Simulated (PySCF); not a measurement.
Record of a relaxation.

C8H8O2.
Atom-mapped SMILES: `[CH:1]#[C:2][C:3](=[O:4])[CH2:5][C:6]#[C:7][CH2:8][CH2:9][OH:10]` (hydrogens: H11 on C1; H12, H13 on C5; H14, H15 on C8; H16, H17 on C9; H18 on O10)

Computed by this run: CAM-B3LYP/6-31G* geometry optimisation, gas phase in PySCF 2.14.0; density fitting, grid level 1; the optimiser is geomeTRIC in internal coordinates, started from a GFN2-xTB structure. The frame can shift and turn from step to step; on so coarse a grid that alone can change the energy by a few meV, and forces under 0.02 eV/Å are noise.

Step 0: E = -12509.3441 eV, largest atomic force 0.712 eV/Å
```
atom  x, y, z in Å  |  force x, y, z in eV/Å
C1      4.492    1.090   -0.359   -0.458  -0.161   0.042
C2      3.318    0.861   -0.257    0.288   0.497  -0.047
C3      1.909    0.595   -0.140    0.161  -0.587   0.005
O4      1.069    1.459   -0.109   -0.183   0.364   0.006
C5      1.606   -0.897   -0.064   -0.475   0.070   0.029
C6      0.176   -1.089    0.052    0.043  -0.148   0.008
C7     -1.018   -1.094    0.155    0.085  -0.227   0.052
C8     -2.455   -0.962    0.255   -0.191   0.346  -0.123
C9     -2.871    0.389   -0.361   -0.035   0.048  -0.001
O10    -2.293    1.486    0.290   -0.084   0.083   0.200
H11     5.520    1.288   -0.451    0.696   0.138  -0.056
H12     2.000   -1.379   -0.964    0.184  -0.026   0.004
H13     2.134   -1.317    0.798    0.177  -0.029  -0.025
H14    -2.956   -1.778   -0.271   -0.131  -0.111   0.018
H15    -2.746   -0.986    1.308   -0.162  -0.032   0.036
H16    -3.952    0.517   -0.262   -0.018  -0.042  -0.061
H17    -2.613    0.390   -1.431   -0.102  -0.102   0.000
H18    -1.329    1.433    0.206    0.204  -0.080  -0.087
```

Step 1: E = -12509.3970 eV, largest atomic force 0.194 eV/Å
```
atom  x, y, z in Å  |  force x, y, z in eV/Å
C1      4.268    0.452   -0.484    0.151   0.099  -0.017
C2      3.087    0.247   -0.396   -0.107  -0.162   0.001
C3      1.669   -0.062   -0.292   -0.037   0.161   0.024
O4      0.834    0.816   -0.327   -0.017  -0.077  -0.013
C5      1.335   -1.543   -0.136    0.168  -0.004  -0.037
C6     -0.097   -1.759   -0.037    0.020  -0.057   0.019
C7     -1.295   -1.819    0.048    0.028   0.038  -0.020
C8     -2.739   -1.618    0.096   -0.061  -0.071   0.047
C9     -3.064   -0.262   -0.557    0.037   0.026  -0.043
O10    -2.340    0.794    0.013    0.006   0.015  -0.013
H11     5.310    0.678   -0.566   -0.067  -0.034   0.010
H12     1.781   -2.073   -0.990   -0.031   0.001   0.030
H13     1.875   -1.910    0.748   -0.035  -0.003  -0.016
H14    -3.272   -2.427   -0.418   -0.003   0.031   0.000
H15    -3.080   -1.611    1.138    0.019   0.008  -0.010
H16    -4.123   -0.034   -0.410   -0.005  -0.004   0.003
H17    -2.887   -0.344   -1.641    0.005   0.021   0.005
H18    -1.389    0.648   -0.148   -0.071   0.011   0.030
```

Step 2: E = -12509.3991 eV, largest atomic force 0.166 eV/Å
```
atom  x, y, z in Å  |  force x, y, z in eV/Å
C1      4.270    0.443   -0.496   -0.029   0.046   0.001
C2      3.088    0.237   -0.402   -0.021   0.051   0.000
C3      1.671   -0.064   -0.291   -0.107  -0.045  -0.039
O4      0.818    0.795   -0.336    0.151   0.069   0.015
C5      1.350   -1.547   -0.128    0.041  -0.036   0.014
C6     -0.083   -1.762   -0.030   -0.038  -0.094   0.022
C7     -1.282   -1.813    0.051    0.004   0.085  -0.019
C8     -2.730   -1.615    0.090    0.004   0.002  -0.008
C9     -3.067   -0.258   -0.563   -0.017  -0.019   0.018
O10    -2.387    0.814    0.031    0.022  -0.005   0.013
H11     5.310    0.665   -0.582    0.010  -0.021   0.002
H12     1.795   -2.079   -0.979   -0.011  -0.005   0.003
H13     1.887   -1.912    0.758   -0.009   0.000   0.001
H14    -3.252   -2.425   -0.433   -0.025   0.015  -0.004
H15    -3.080   -1.614    1.128    0.021   0.003   0.002
H16    -4.133   -0.055   -0.432   -0.014  -0.026  -0.018
H17    -2.869   -0.326   -1.643    0.029   0.014   0.013
H18    -1.430    0.695   -0.103   -0.008  -0.033  -0.014
```

Step 3: E = -12509.4013 eV, largest atomic force 0.102 eV/Å
```
atom  x, y, z in Å  |  force x, y, z in eV/Å
C1      4.265    0.456   -0.502   -0.068   0.027   0.006
C2      3.086    0.238   -0.405    0.083  -0.059   0.000
C3      1.671   -0.072   -0.290    0.030   0.047  -0.030
O4      0.831    0.799   -0.334   -0.052  -0.026   0.027
C5      1.349   -1.557   -0.124   -0.026   0.028   0.002
C6     -0.085   -1.769   -0.025   -0.026  -0.064   0.018
C7     -1.285   -1.814    0.053   -0.010   0.068  -0.021
C8     -2.732   -1.613    0.088    0.015  -0.001  -0.020
C9     -3.063   -0.256   -0.565   -0.028  -0.022   0.024
O10    -2.387    0.813    0.037    0.006   0.005   0.017
H11     5.304    0.682   -0.590    0.028  -0.005  -0.001
H12     1.791   -2.092   -0.975    0.005   0.003  -0.009
H13     1.885   -1.922    0.762    0.005   0.016   0.007
H14    -3.256   -2.420   -0.437   -0.015  -0.001  -0.001
H15    -3.085   -1.610    1.125    0.013   0.003   0.006
H16    -4.131   -0.054   -0.444   -0.005  -0.015  -0.016
H17    -2.854   -0.320   -1.644    0.019   0.005   0.006
H18    -1.430    0.687   -0.088    0.024  -0.008  -0.015
```

Step 4: E = -12509.4020 eV, largest atomic force 0.045 eV/Å
```
atom  x, y, z in Å  |  force x, y, z in eV/Å
C1      4.257    0.462   -0.502   -0.017   0.025   0.001
C2      3.079    0.240   -0.405    0.014  -0.027  -0.015
C3      1.664   -0.071   -0.289    0.007  -0.001   0.034
O4      0.820    0.797   -0.321   -0.004  -0.003  -0.008
C5      1.346   -1.556   -0.124   -0.021   0.013  -0.023
C6     -0.088   -1.774   -0.024    0.016  -0.040   0.014
C7     -1.288   -1.816    0.052   -0.007   0.018  -0.021
C8     -2.734   -1.613    0.087   -0.001  -0.025  -0.002
C9     -3.056   -0.255   -0.566   -0.004   0.003   0.000
O10    -2.367    0.806    0.037   -0.019   0.011   0.012
H11     5.297    0.688   -0.591    0.006  -0.007   0.002
H12     1.788   -2.089   -0.975    0.008   0.000  -0.002
H13     1.883   -1.919    0.762    0.002   0.011   0.006
H14    -3.263   -2.417   -0.437    0.002  -0.005   0.004
H15    -3.084   -1.608    1.125    0.001   0.004   0.004
H16    -4.123   -0.046   -0.449    0.005   0.009  -0.004
H17    -2.843   -0.321   -1.644   -0.002  -0.003  -0.005
H18    -1.412    0.667   -0.093    0.013   0.019   0.002
```

Step 5: E = -12509.4024 eV, largest atomic force 0.032 eV/Å
```
atom  x, y, z in Å  |  force x, y, z in eV/Å
C1      4.256    0.465   -0.506    0.007   0.020   0.000
C2      3.079    0.238   -0.406   -0.005  -0.020  -0.004
C3      1.665   -0.073   -0.285   -0.003  -0.008   0.006
O4      0.820    0.794   -0.317    0.000   0.007   0.001
C5      1.347   -1.559   -0.121   -0.015   0.008  -0.013
C6     -0.087   -1.779   -0.023    0.019  -0.023   0.009
C7     -1.287   -1.816    0.050   -0.003   0.016  -0.017
C8     -2.733   -1.613    0.084    0.001  -0.008   0.004
C9     -3.056   -0.254   -0.567    0.003   0.004  -0.005
O10    -2.374    0.809    0.041   -0.008  -0.005   0.010
H11     5.296    0.691   -0.597   -0.003  -0.006   0.001
H12     1.791   -2.092   -0.972    0.006   0.000   0.003
H13     1.884   -1.920    0.766    0.001   0.002   0.004
H14    -3.262   -2.417   -0.442    0.001   0.000   0.003
H15    -3.084   -1.609    1.121    0.000   0.000   0.002
H16    -4.124   -0.049   -0.455    0.003   0.007  -0.002
H17    -2.837   -0.317   -1.644    0.000  -0.001  -0.001
H18    -1.418    0.678   -0.086   -0.002   0.005  -0.002
```

Step 6: E = -12509.4026 eV, largest atomic force under 0.02 eV/Å
```
atom  x, y, z in Å  |  force x, y, z in eV/Å
C1      4.250    0.473   -0.509    0.006   0.002   0.002
C2      3.075    0.236   -0.406   -0.005  -0.003   0.000
C3      1.661   -0.079   -0.282    0.003  -0.004  -0.003
O4      0.815    0.787   -0.310   -0.001   0.007   0.003
C5      1.348   -1.565   -0.117   -0.007   0.003  -0.003
C6     -0.086   -1.789   -0.022    0.002  -0.007   0.001
C7     -1.286   -1.819    0.046    0.000   0.004  -0.006
C8     -2.732   -1.613    0.078   -0.001   0.006   0.004
C9     -3.051   -0.252   -0.571   -0.001   0.005   0.000
O10    -2.377    0.810    0.048    0.007  -0.009   0.002
H11     5.288    0.702   -0.601   -0.003   0.000   0.000
H12     1.796   -2.098   -0.966    0.004  -0.001   0.003
H13     1.884   -1.922    0.772    0.001   0.000   0.001
H14    -3.262   -2.415   -0.448    0.000  -0.001   0.000
H15    -3.084   -1.608    1.116   -0.001  -0.002  -0.002
H16    -4.121   -0.048   -0.466   -0.002  -0.001  -0.001
H17    -2.824   -0.310   -1.646    0.001   0.000   0.001
H18    -1.419    0.684   -0.076   -0.003   0.001  -0.002
```

**Question.** Summarise the path.

**Answer.** The energy falls by 5.65 kJ/mol from step 0 to step 6; nine tenths of that is first reached at step 1. It falls at every step. The largest force goes from 0.712 to under 0.02 eV/Å. Among the bonds C1–H11 changes most, from 1.051 to 1.068 Å; the atoms move by 0.085 Å rms after alignment.

**Question.** Follow the three bonds and two angles with the largest change from start to end.

**Answer.** 
```csv
step,E above end (kJ/mol),largest force (eV/Å),C1–H11 (Å),C2–C3 (Å),C7–C8 (Å),C6–C7–C8 (°),C2–C3–C5 (°)
0,5.65,0.712,1.051,1.439,1.447,174.5,112.3
1,0.54,0.194,1.069,1.455,1.459,169.1,115.2
2,0.34,0.166,1.067,1.453,1.461,169.5,114.5
3,0.13,0.102,1.067,1.453,1.462,169.7,114.9
4,0.06,0.045,1.067,1.453,1.461,169.8,114.8
5,0.02,0.032,1.068,1.453,1.461,170.0,114.8
6,0.00,under 0.02,1.068,1.454,1.461,170.3,114.8
```

The cost below is that of the whole optimisation. The run took 37 s wall, 3.5 min CPU on an Intel Xeon 6975P-C with 4 threads (shared host), and the process peaked at 1.1 GiB of memory.
